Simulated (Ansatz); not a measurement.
All numbers were calculated with Ansatz.

Cl2H4O2Si2 (`O[Si](O)(Cl)[SiH2]Cl`). The species carries charge 0 and has multiplicity 1. All single points use the PBE0-D4/def2-TZVP geometry. It is one conformer, not always the lowest.

```xyz
10

O     0.026    1.921   -0.169
Si    0.606    0.397   -0.072
O     1.628    0.310    1.188
Cl    1.563   -0.028   -1.852
Si   -1.056   -1.210    0.244
Cl   -2.436   -0.891   -1.260
H    -0.376    2.197   -0.994
H     2.338    0.952    1.257
H    -1.754   -1.053    1.544
H    -0.539   -2.594    0.115
```

Problem. What is the dipole moment at PBE/def2-TZVPP? (Estimate.)

Solution. The calculation gave: 1.41 D, with components (0.71, 1.12, 0.49) D in this frame, pointing from negative to positive charge.

Problem. And with r2SCAN, B3LYP, ωB97M-V? (Estimate.)

Solution. The calculation gave: r2SCAN 1.44 D, B3LYP 1.38 D, ωB97M-V 1.40 D.

Problem. Give the Mulliken charges with PBE, B3LYP, r2SCAN in def2-TZVPP. (Best estimate.)

Solution. The calculation gave: 
```tsv
atom	PBE	B3LYP	r2SCAN
O1	-0.32	-0.37	-0.39
Si2	0.56	0.67	0.68
O3	-0.34	-0.38	-0.41
Cl4	-0.23	-0.26	-0.25
Si5	0.24	0.31	0.33
Cl6	-0.23	-0.26	-0.26
H7	0.20	0.20	0.21
H8	0.20	0.19	0.21
H9	-0.04	-0.05	-0.06
H10	-0.04	-0.05	-0.06
```

B3LYP here is the variant with VWN-RPA as its local correlation; programs differ in this.
